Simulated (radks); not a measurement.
The numbers below are computed, except where a source is named.
Coulomb parameter of the 3d shell of neutral manganese in the model configuration [Ar] 3d3 4s2 4p2, as a second difference U = [E(n + 0.5) + E(n - 0.5) - 2 E(n)] / (0.5)^2 with all orbitals relaxed. "Bare": the charge of the atom changes with n. "Screened": the 4p shell takes up the change at fixed total charge, which measures U(3d,3d) + U(4p,4p) - 2 U(3d,4p). Code: a radial shooting solver on a logarithmic mesh with Libxc functionals. Model: scalar-relativistic Kohn-Sham, PBEsol, spin-unpolarised, spherical densities, finite nucleus; Fermi nuclear charge, rms radius 3.7057 fm.

| case | configuration | E - E(n) (eV) |
|---|---|---|
| start | [Ar] 3d3 4s2 4p2 | 0.000 |
| bare +0.5 | [Ar] 3d3.5 4s2 4p2 | -8.304 |
| bare -0.5 | [Ar] 3d2.5 4s2 4p2 | 11.841 |
| screened +0.5 | [Ar] 3d3.5 4s2 4p1.5 | -7.356 |
| screened -0.5 | [Ar] 3d2.5 4s2 4p2.5 | 8.910 |

U(bare) = 14.147 eV, U(screened by 4p) = 6.217 eV, against the Slater integral F0(3d,3d) = 24.675 eV with frozen orbitals. The step up makes a negative ion, whose loosely bound charge lowers the bare value.
